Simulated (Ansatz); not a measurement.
The same atomization along the group O, S, Se, Te.

Isolated molecules relaxed with PBE0-D4/def2-TZVP in Ansatz; ΔE leaves out vibrations. CCSD(T)/CBS adds triple-zeta CCSD(T) − MP2 to the extrapolated MP2 energy (def2 sets, frozen cores). This one scheme is used for every species, atoms too. DFT in def2-TZVPP. No spin–orbit coupling; open shells (•) take unrestricted orbitals. Spin–orbit coupling would lower the free atoms: a little for C, O, S, Si; clearly for Se; strongly for Te. def2 core potentials past Kr. Bonds to Se, Te are less sure, by a few kJ/mol each and by 10 to 20 or more in all where they break to atoms, as the def2 sets lack core-valence functions. Scalar relativity is left out up to krypton. Each species was taken in one conformer, which may not be the lowest.

```
                                 reaction  MP2/CBS(def2) (kJ/mol)  ωB97X-V (kJ/mol)  r2SCAN-D4 (kJ/mol)
     `CC[SiH2]O` → 2 C• + 8 H• + Si• + O•                    4477              4441                4432
     `CC[SiH2]S` → 2 C• + 8 H• + Si• + S•                    4217              4221                4209
`CC[SiH2][SeH]` → 2 C• + 8 H• + Si• + Se•                    4147              4144                4135
`CC[SiH2][TeH]` → 2 C• + 8 H• + Si• + Te•                    4061              4055                4040
```

(1) Give the CCSD(T)/CBS values in the same order. (An estimate is asked.)

Largest T1 diagnostic: 0.012, for Si•.

Results:

(1) Ansatz gave: 4442, 4205, 4138, 4056 kJ/mol.

For atomizations the MP2-based limit and the directly extrapolated one differ by several kJ/mol either way, and by 10 to 25 for some Ge, Se and Sn compounds, so smaller differences from it don't rank the levels.
